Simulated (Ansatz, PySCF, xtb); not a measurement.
Stretching the Sn1–H2 bond in H4Sn (SMILES [SnH4]) (multiplicity 1 held, fragments rigid). Energies count from the point at 1.709 Å.
Geometry at that point (charge 0, multiplicity 1):
```json
[
 {"atom": "Sn", "x (Å)": "0.0000", "y (Å)": "0.0000", "z (Å)": "0.0000"},
 {"atom": "H", "x (Å)": "1.3017", "y (Å)": "0.6999", "z (Å)": "-0.8572"},
 {"atom": "H", "x (Å)": "0.6024", "y (Å)": "-0.8591", "z (Å)": "1.3484"},
 {"atom": "H", "x (Å)": "-1.0572", "y (Å)": "1.2310", "z (Å)": "0.5349"},
 {"atom": "H", "x (Å)": "-0.8469", "y (Å)": "-1.0719", "z (Å)": "-1.0261"}
]
```

Restricted levels (R-, RO-) in cc, def2 and unpolarised 6-31G sets keep to the state of the molecule at rest. Unrestricted levels (U-) break spin symmetry where that is lower. Active spaces are followed from a long bond inwards. Curves can end on different states.

Correlated levels freeze the cores. Filled d and f shells under p-block atoms count as core. Rows in 3-21G, LANL2DZ carry no dispersion term and start afresh at each structure; the Pople sets are all-electron and without relativity. LANL2DZ brings its own core potentials from Na on.

The values were computed with Ansatz (a first-principles code) with Gaussian orbitals; PySCF for 3-21G rows, LANL2DZ rows; xtb for the GFN methods. Each number belongs to the level named beside it. In def2 rows elements past Kr take small-core potentials, without spin–orbit coupling. The GFN methods have no spin term and hold the electronic entropy of 300 K.

| level | energy at R = 5.467 Å (eV) |
|---|---|
| GFN2-xTB | 3.695 |
| R-HF/3-21G | 7.163 |
| R-PBE/def2-TZVPP | 4.486 |
| R-B3LYP/LANL2DZ | 5.241 |
| U-MP2/def2-TZVPP | 3.278 |
| R-SCS-MP2/def2-TZVPP | 4.274 |
| CASSCF(2,2)/def2-TZVPP | ___ |
| FIC-NEVPT4(SD) on CASSCF(2,2)/def2-TZVPP | 3.402 |
| FIC-MRCISD+Q on CASSCF(2,2)/def2-TZVPP | 3.425 |

**Question.** What belongs in the gaps?

**Answer.** 
- CASSCF(2,2)/def2-TZVPP, energy at R = 5.467 Å (eV): 3.057

Doubts at one or more of the structures used: a restricted determinant that unrestricted orbitals would lower (R-HF/3-21G, R-PBE/def2-TZVPP, R-SCS-MP2/def2-TZVPP); a spin-contaminated determinant (U-MP2/def2-TZVPP).
